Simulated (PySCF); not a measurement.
C2H10OPSi (charge +1).
Atom-mapped SMILES: `[CH3:1][O:2][CH2:3][SiH2:4][PH3+:5]` (hydrogens: H6, H7, H8 on C1; H9, H10 on C3; H11, H12 on Si4; H13, H14, H15 on P5)

The closed-shell SCF was solved with PySCF and density fitting under several settings on one GFN2-xTB geometry (grid level 2 and gas phase unless stated).

```
                                 settings  basis functions  SCF cycles     E (Eh)  HOMO (eV)  LUMO (eV)
                        CAM-B3LYP/pcseg-1              128          12  -787.8889     -13.79      -4.34
PBE0/def2-SVPD, energy threshold 1e-08 Eh              191           9  -787.2765     -12.49      -5.35
```

Q: Estimate the row for these settings: wB97X-D/Sadlej pVTZ, IEF-PCM acetonitrile.

A: 
| settings | basis functions | SCF cycles | E (Eh) | HOMO (eV) | LUMO (eV) |
| --- | --- | --- | --- | --- | --- |
| wB97X-D/Sadlej pVTZ, IEF-PCM acetonitrile | 226 | 13 | -788.0745 | -10.19 | 0.46 |

Q: Over all rows, what range does the HOMO–LUMO gap span?

A: From 7.14 eV (PBE0/def2-SVPD, energy threshold 1e-08 Eh) to 10.65 eV (wB97X-D/Sadlej pVTZ, IEF-PCM acetonitrile). The functional of the narrowest has 25 % exact exchange, that of the widest range-separated exact exchange.

Whole jobs, the steps after the SCF included, on an Intel Xeon at 2.70 GHz with one thread, no GPU, on a shared host:

```
                                 settings                                                            work after the SCF  wall time  peak memory
                        CAM-B3LYP/pcseg-1  spin–spin couplings from 14 perturbed nuclei, spin–dipole term for 2 of them       46 s     0.79 GiB
PBE0/def2-SVPD, energy threshold 1e-08 Eh              1 singlet by full TDDFT, 2 Tamm–Dancoff triplets, polarisability       39 s     0.77 GiB
wB97X-D/Sadlej pVTZ, IEF-PCM acetonitrile                                                                    shieldings       87 s     0.99 GiB
```

wB97X-D ran without the empirical dispersion term, which would shift the total energy alone. Cycle counts include a coarse-grid stage where the run had one. Geometry: GFN2-xTB, one conformer.

The values belong to the conformer `[CH3:1][O:2][CH2:3][SiH2:4][PH3+:5]`: C1–O2–C3–Si4 -179°, O2–C3–Si4–P5 0°.
